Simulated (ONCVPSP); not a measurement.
# Cutoff test, neodymium (Nd), ONCV

ONCVPSP 4.0.1 input, shortened (lines: element, Z, core and valence counts, functional; n l f; lmax; l rc ep ncon nbas qcut; lloc lpopt rc5 dvloc0; l nproj debl; icmod fcfact rcfact), PBE, fully relativistic:

```
  Nd 60.00   10    4        4      upf
    1    0    2.00
    2    0    2.00
    2    1    6.00
    3    0    2.00
    3    1    6.00
    3    2   10.00
    4    0    2.00
    4    1    6.00
    4    2   10.00
    4    3    3.00
    5    0    2.00
    5    1    6.00
    5    2    1.00
    6    0    1.00
    2
    0    2.10    0.00    4    8    4.40
    1    2.60    0.00    3    6    4.10
    2    2.10    0.00    3    7    4.70
    2    5    2.10    0.00
    0    2    1.40
    1    2    1.40
    2    0    3.30
    0    0.00    0.00
```

Open shells are filled in proportion to 2j + 1.

For each optimised wave give the share of its norm inside rc, the residual kinetic energy above qcut (Ha) and the cutoffs (Ha) for errors of 10, 1, 0.1 and 0.01 mHa per electron.

```
               wave  norm inside rc  residual KE  10 mHa  1 mHa  0.1 mHa  0.01 mHa
                 5s           0.908      4.7e-04     6.4    9.0     31.6      41.8
                 6s           0.062      3.0e-04     4.9    8.4     14.3      40.6
           5p j=3/2           0.921      2.0e-06     4.4    5.7      6.8       7.7
p projector 2 j=3/2           0.093      1.3e-05     3.8    5.2      6.5      10.1
           5p j=1/2           0.943      9.3e-06     4.8    6.2      7.3       9.1
p projector 2 j=1/2           0.103      7.0e-06     4.2    5.7      6.9       8.2
           5d j=5/2           0.349      3.3e-06     5.0    6.9      8.5       9.8
           5d j=3/2           0.367      3.0e-06     5.2    7.2      8.7      10.1
```

The occupied waves need 9.0 Ha and 32 Ha for 1 and 0.1 mHa.
